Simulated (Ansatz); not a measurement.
Ansatz (a program for electronic structure) input file for Al(Cl)(Me)(SiMe3) (C4H12AlClSi), SMILES [CH3][Al]([Cl])[Si](C)(C)C, PBE-D3(BJ)/def2-SVP. 

Ansatz 0.2 input:
```yaml
crystal:
  periodic: [false, false, false]
  atoms:
    - {symbol: Al, position_ang: [0.77648550, -0.09888894, 0.88575923]}
    - {symbol: Cl, position_ang: [-0.09621279, -1.08467619, 2.44363077]}
    - {symbol: C, position_ang: [2.67151467, 0.46940785, 1.16627290]}
    - {symbol: H, position_ang: [3.14293707, 0.95981825, 0.31070212]}
    - {symbol: H, position_ang: [3.30281204, -0.38964128, 1.42832510]}
    - {symbol: H, position_ang: [2.75455851, 1.16252907, 2.01335356]}
    - {symbol: Si, position_ang: [-0.54604578, 0.29236351, -1.14315443]}
    - {symbol: C, position_ang: [0.46362605, 1.19950508, -2.50297240]}
    - {symbol: C, position_ang: [-2.10292714, 1.36737307, -0.78347169]}
    - {symbol: C, position_ang: [-1.17790331, -1.35661246, -1.91148430]}
    - {symbol: H, position_ang: [-0.13004533, 1.39440255, -3.39086882]}
    - {symbol: H, position_ang: [0.83327135, 2.15276018, -2.13729068]}
    - {symbol: H, position_ang: [1.32394175, 0.60954315, -2.80409510]}
    - {symbol: H, position_ang: [-1.81777068, 2.36532425, -0.46240905]}
    - {symbol: H, position_ang: [-2.69293587, 0.92394464, 0.01398272]}
    - {symbol: H, position_ang: [-2.74638350, 1.47022486, -1.65265527]}
    - {symbol: H, position_ang: [-1.73225795, -1.92973018, -1.17361599]}
    - {symbol: H, position_ang: [-0.34627683, -1.97107996, -2.24449005]}
    - {symbol: H, position_ang: [-1.83176510, -1.19417421, -2.76343659]}
basis:
  gaussian:
    orbitals: def2-SVP
hamiltonian:
  xc: pbe
  dispersion: d3bj
relax: {f_tol: 0.002, max_steps: 200}
```

It prints:

```
WARN ansatz: RAYON_NUM_THREADS=2 ignored (pool sized by the plan → 2); use --threads N
Functional definition: PBE
integrals: 0.15 GiB planned
1912 factors; their error is unknown
mean field: 0.71 GiB planned
mean field evaluation 1: about -31286.9632 eV, gradient 1.0e2 eV
mean field evaluation 2: about -31236.8102 eV, gradient 1.5e2 eV
mean field evaluation 4: about -31312.8531 eV, gradient 8.7e0 eV
mean field evaluation 8: about -31313.0756 eV, gradient 1.6e-1 eV
mean field evaluation 16: about -31312.9772 eV, gradient 3.1e-4 eV
mean field -31312.97721078 eV, -1150.7306877979 hartree, gradient 5.4e-5 eV, S^2 0.000000; 0 other end points of the search recorded, 0 dependent functions left out
the calculation of the forces begins
reference -31312.97725811 eV, -1150.7306895371 hartree; 40, 40 occupied and 130, 130 virtual orbitals, 1912 factors
relax step   1: F+E_penalty+E_count = -31313.44976262 eV  Δ(F+E_penalty+E_count) = +0.000e0 eV  max|allowed force component| = 1.358e0 eV/Å  Δτ_max = 0.0000 Å  (29 SCF iters, accepted)
these checks for a lower state are left out or cut short: starts, cluster_reference, orbital_swaps, neighbouring_geometries, increment
integrals: 0.15 GiB planned
1912 factors; their error is unknown
mean field: 0.71 GiB planned
mean field -31313.19297668 eV, -1150.7386170486 hartree, gradient 8.2e-6 eV, S^2 0.000000; 0 other end points of the search recorded, 0 dependent functions left out
the calculation of the forces begins
reference -31313.19302410 eV, -1150.7386187910 hartree; 40, 40 occupied and 130, 130 virtual orbitals, 1912 factors
relax step   2: F+E_penalty+E_count = -31313.66456133 eV  Δ(F+E_penalty+E_count) = -2.148e-1 eV  max|allowed force component| = 3.643e-1 eV/Å  Δτ_max = 0.0642 Å  (29 SCF iters, accepted)
these checks for a lower state are left out or cut short: starts, cluster_reference, orbital_swaps, neighbouring_geometries, increment
integrals: 0.15 GiB planned
1912 factors; their error is unknown
mean field: 0.70 GiB planned
mean field evaluation 32: about -31313.2056 eV, gradient 2.4e-5 eV
mean field -31313.20557550 eV, -1150.7390800465 hartree, gradient 2.4e-5 eV, S^2 0.000000; 0 other end points of the search recorded, 0 dependent functions left out
the calculation of the forces begins
reference -31313.20562282 eV, -1150.7390817854 hartree; 40, 40 occupied and 130, 130 virtual orbitals, 1912 factors
relax step   3: F+E_penalty+E_count = -31313.67792111 eV  Δ(F+E_penalty+E_count) = -1.336e-2 eV  max|allowed force component| = 1.114e-1 eV/Å  Δτ_max = 0.0345 Å  (29 SCF iters, accepted)
these checks for a lower state are left out or cut short: starts, cluster_reference, orbital_swaps, neighbouring_geometries, increment
integrals: 0.15 GiB planned
1912 factors; their error is unknown
mean field: 0.71 GiB planned
mean field -31313.20601039 eV, -1150.7390960285 hartree, gradient 2.4e-5 eV, S^2 0.000000; 0 other end points of the search recorded, 0 dependent functions left out
the calculation of the forces begins
reference -31313.20605766 eV, -1150.7390977655 hartree; 40, 40 occupied and 130, 130 virtual orbitals, 1912 factors
relax step   4: F+E_penalty+E_count = -31313.67890877 eV  Δ(F+E_penalty+E_count) = -9.877e-4 eV  max|allowed force component| = 9.899e-2 eV/Å  Δτ_max = 0.0376 Å  (29 SCF iters, accepted)
these checks for a lower state are left out or cut short: starts, cluster_reference, orbital_swaps, neighbouring_geometries, increment
integrals: 0.15 GiB planned
1912 factors; their error is unknown
mean field: 0.71 GiB planned
mean field -31313.20715716 eV, -1150.7391381714 hartree, gradient 2.4e-5 eV, S^2 0.000000; 0 other end points of the search recorded, 0 dependent functions left out
the calculation of the forces begins
reference -31313.20720445 eV, -1150.7391399093 hartree; 40, 40 occupied and 130, 130 virtual orbitals, 1912 factors
relax step   5: F+E_penalty+E_count = -31313.68037612 eV  Δ(F+E_penalty+E_count) = -1.467e-3 eV  max|allowed force component| = 4.941e-2 eV/Å  Δτ_max = 0.0266 Å  (28 SCF iters, accepted)
these checks for a lower state are left out or cut short: starts, cluster_reference, orbital_swaps, neighbouring_geometries, increment
integrals: 0.15 GiB planned
1912 factors; their error is unknown
mean field: 0.70 GiB planned
mean field -31313.20795451 eV, -1150.7391674736 hartree, gradient 2.4e-5 eV, S^2 0.000000; 0 other end points of the search recorded, 0 dependent functions left out
the calculation of the forces begins
reference -31313.20800180 eV, -1150.7391692115 hartree; 40, 40 occupied and 130, 130 virtual orbitals, 1912 factors
relax step   6: F+E_penalty+E_count = -31313.68126941 eV  Δ(F+E_penalty+E_count) = -8.933e-4 eV  max|allowed force component| = 4.675e-2 eV/Å  Δτ_max = 0.0302 Å  (28 SCF iters, accepted)
these checks for a lower state are left out or cut short: starts, cluster_reference, orbital_swaps, neighbouring_geometries, increment
integrals: 0.15 GiB planned
1912 factors; their error is unknown
mean field: 0.70 GiB planned
mean field -31313.20847206 eV, -1150.7391864932 hartree, gradient 2.4e-5 eV, S^2 0.000000; 0 other end points of the search recorded, 0 dependent functions left out
the calculation of the forces begins
reference -31313.20851936 eV, -1150.7391882313 hartree; 40, 40 occupied and 130, 130 virtual orbitals, 1912 factors
relax step   7: F+E_penalty+E_count = -31313.68216358 eV  Δ(F+E_penalty+E_count) = -8.942e-4 eV  max|allowed force component| = 3.485e-2 eV/Å  Δτ_max = 0.0419 Å  (28 SCF iters, accepted)
these checks for a lower state are left out or cut short: starts, cluster_reference, orbital_swaps, neighbouring_geometries, increment
integrals: 0.15 GiB planned
1912 factors; their error is unknown
mean field: 0.70 GiB planned
mean field evaluation 64: about -31313.2085 eV, gradient 2.2e-1 eV
mean field -31313.20856144 eV, -1150.7391897778 hartree, gradient 2.4e-5 eV, S^2 0.000000; 0 other end points of the search recorded, 0 dependent functions left out
the calculation of the forces begins
reference -31313.20860875 eV, -1150.7391915163 hartree; 40, 40 occupied and 130, 130 virtual orbitals, 1912 factors
relax step   8: F+E_penalty+E_count = -31313.68263018 eV  Δ(F+E_penalty+E_count) = -4.666e-4 eV  max|allowed force component| = 2.780e-2 eV/Å  Δτ_max = 0.0446 Å  (28 SCF iters, accepted)
these checks for a lower state are left out or cut short: starts, cluster_reference, orbital_swaps, neighbouring_geometries, increment
integrals: 0.15 GiB planned
1912 factors; their error is unknown
mean field: 0.70 GiB planned
mean field -31313.20839603 eV, -1150.7391836993 hartree, gradient 2.3e-5 eV, S^2 0.000000; 0 other end points of the search recorded, 0 dependent functions left out
the calculation of the forces begins
reference -31313.20844334 eV, -1150.7391854379 hartree; 40, 40 occupied and 130, 130 virtual orbitals, 1912 factors
relax step   9: F+E_penalty+E_count = -31313.68268445 eV  Δ(F+E_penalty+E_count) = -5.428e-5 eV  max|allowed force component| = 7.526e-3 eV/Å  Δτ_max = 0.0137 Å  (30 SCF iters, accepted)
these checks for a lower state are left out or cut short: starts, cluster_reference, orbital_swaps, neighbouring_geometries, increment
integrals: 0.15 GiB planned
1912 factors; their error is unknown
mean field: 0.71 GiB planned
mean field -31313.20850217 eV, -1150.7391875998 hartree, gradient 1.1e-5 eV, S^2 0.000000; 0 other end points of the search recorded, 0 dependent functions left out
the calculation of the forces begins
reference -31313.20854948 eV, -1150.7391893384 hartree; 40, 40 occupied and 130, 130 virtual orbitals, 1912 factors
relax step  10: F+E_penalty+E_count = -31313.68271789 eV  Δ(F+E_penalty+E_count) = -3.344e-5 eV  max|allowed force component| = 3.105e-3 eV/Å  Δτ_max = 0.0069 Å  (23 SCF iters, accepted)
these checks for a lower state are left out or cut short: starts, cluster_reference, orbital_swaps, neighbouring_geometries, increment
integrals: 0.15 GiB planned
1912 factors; their error is unknown
mean field: 0.71 GiB planned
mean field -31313.20852977 eV, -1150.7391886138 hartree, gradient 9.1e-6 eV, S^2 0.000000; 0 other end points of the search recorded, 0 dependent functions left out
the calculation of the forces begins
reference -31313.20857708 eV, -1150.7391903524 hartree; 40, 40 occupied and 130, 130 virtual orbitals, 1912 factors
relax step  11: F+E_penalty+E_count = -31313.68272000 eV  Δ(F+E_penalty+E_count) = -2.108e-6 eV  max|allowed force component| = 1.503e-3 eV/Å  Δτ_max = 0.0017 Å  (22 SCF iters, accepted)
integrals: 0.15 GiB planned
1912 factors; their error is unknown
mean field: 0.71 GiB planned
mean field evaluation 96: about -31313.3076 eV, gradient 1.4e-1 eV
mean field -31313.20852977 eV, -1150.7391886138 hartree, gradient 9.0e-6 eV, S^2 0.000000; 1 other end points of the search recorded, 0 dependent functions left out
the calculation of the forces begins
reference -31313.20857708 eV, -1150.7391903524 hartree; 40, 40 occupied and 130, 130 virtual orbitals, 1912 factors
Total energy: -31313.68276731 eV, -1150.7566165220 hartree
Atom 0 at     0.829827    -0.042193     0.792523 Å, force    -0.001503    -0.000305     0.000450 eV/Å
Atom 1 at    -0.236956    -1.082329     2.340767 Å, force     0.000012    -0.000146    -0.000145 eV/Å
Atom 2 at     2.682291     0.441498     1.229371 Å, force     0.000971     0.000485    -0.000828 eV/Å
Atom 3 at     3.209243     0.938626     0.389459 Å, force     0.000567     0.000335    -0.000144 eV/Å
Atom 4 at     3.265472    -0.458688     1.519431 Å, force     0.000145    -0.000454     0.000462 eV/Å
Atom 5 at     2.707176     1.127728     2.103406 Å, force    -0.000025     0.000097     0.000430 eV/Å
Atom 6 at    -0.532970     0.330403    -1.222977 Å, force    -0.000166     0.000354    -0.000562 eV/Å
Atom 7 at     0.421456     1.227343    -2.603333 Å, force     0.000466    -0.000104     0.000695 eV/Å
Atom 8 at    -2.059931     1.362316    -0.742580 Å, force     0.000109    -0.000558     0.000512 eV/Å
Atom 9 at    -1.137132    -1.356008    -1.868964 Å, force    -0.000517     0.000320     0.000115 eV/Å
Atom 10 at    -0.229860     1.375069    -3.490892 Å, force    -0.000215     0.000056    -0.000355 eV/Å
Atom 11 at     0.773164     2.225484    -2.271065 Å, force    -0.000130    -0.000050    -0.000043 eV/Å
Atom 12 at     1.308861     0.645927    -2.927147 Å, force    -0.000165    -0.000029    -0.000025 eV/Å
Atom 13 at    -1.780212     2.378677    -0.397848 Å, force     0.000219     0.000125    -0.000312 eV/Å
Atom 14 at    -2.627336     0.868494     0.072360 Å, force    -0.000175     0.000034     0.000313 eV/Å
Atom 15 at    -2.737782     1.473211    -1.615644 Å, force     0.000057     0.000153    -0.000429 eV/Å
Atom 16 at    -1.681796    -1.907694    -1.075939 Å, force    -0.000012    -0.000319     0.000401 eV/Å
Atom 17 at    -0.296133    -1.992266    -2.212420 Å, force     0.000332     0.000118    -0.000131 eV/Å
Atom 18 at    -1.828759    -1.213205    -2.726426 Å, force     0.000029    -0.000110    -0.000402 eV/Å
Dipole moment:     0.143664     0.205164    -0.359417 e Å
```

The calculation finished and met its thresholds.

Cost: roughly 80 core-seconds.
